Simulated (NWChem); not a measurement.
System: CH₅S cation; SMILES C[SH2+]

Results from NWChem. Pople sets run with spherical d functions. Coordinates come from a PBE0/def2-SVP optimisation. Level: M05-2X/6-31G* with SMD (1 M gas to 1 M solution), gas-phase geometry. Reactions with the solvent are ignored.

Problem. Order these by “solvation free energy (kcal/mol)”, lowest first: toluene; water; anisole.

Solution. water (-62.7), anisole (-50.7), toluene (-38.9)
